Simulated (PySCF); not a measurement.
selenophene (C4H4Se), SMILES c1cc[se]c1.

Geometry optimised at PBE-D3(BJ)/def2-SVP.

Level of theory: PBE-D3(BJ)/def2-SVP run with PySCF.

Frequencies are harmonic and unscaled.

```
mode  ν (cm⁻¹)  IR (km/mol)  moving atoms (share of kinetic energy)
----  --------  -----------  --------------------------------------
1          397          3.0                          C 77 %, H 16 %
2          457          0.0                         C 57 %, Se 37 %
3          544          0.0                          C 70 %, H 30 %
4          625          1.0                 C 74 %, Se 16 %, H 11 %
5          654          0.0                          H 75 %, C 25 %
6          683        110.2                           H 91 %, C 9 %
7          760         16.9                          C 81 %, H 17 %
8          806          0.9                          C 80 %, H 19 %
9          847          0.0                          H 80 %, C 20 %
10         894          0.0                          H 73 %, C 27 %
11        1016          4.2                          H 55 %, C 45 %
12        1050          1.6                                  H 94 %
13        1053          2.3                          H 86 %, C 14 %
14        1208         18.0                          H 72 %, C 28 %
15        1331          1.2                          C 63 %, H 37 %
16        1454         12.2                                  C 95 %
17        1524          0.4                          C 88 %, H 12 %
18        3128          2.7                                  H 92 %
19        3141          2.9                           H 91 %, C 9 %
20        3184          0.2                           H 91 %, C 9 %
21        3186          0.9                           H 91 %, C 9 %
```
